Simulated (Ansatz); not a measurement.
Mulliken charges of `[CH2]1[AlH][SnH2]1` from B3LYP/def2-TZVPP in Ansatz (PBE0-D4/def2-TZVP geometry).

```csv
atom,x (Å),y (Å),z (Å),charge (e)
C1,-0.828,0.226,-0.522,-0.552
Al2,-0.030,1.312,0.852,0.317
Sn3,0.994,-0.915,0.176,0.362
H4,-1.766,-0.298,-0.327,0.109
H5,-0.798,0.540,-1.568,0.108
H6,-0.130,2.673,1.658,-0.086
H7,0.549,-2.449,0.783,-0.128
H8,2.100,-1.148,-1.107,-0.129
```

By hand: the dipole of these point charges (1 e Å = 4.8032 D).

Σ q r = (0.199, 0.217, 0.317) e Å, of length 0.433 e Å = 2.08 D.

How does the dipole of the full density compare? (Estimate.)

Ansatz gave: (-0.108, 0.248, 0.085) e Å, 1.36 D; the point charges give 1.53 times that, at 61° from its direction.

Point charges leave out the atoms' own dipoles, such as those of lone pairs, and Mulliken's split depends on the basis, so the two needn't agree.

B3LYP here is the variant with VWN-RPA as its local correlation; programs differ in this.
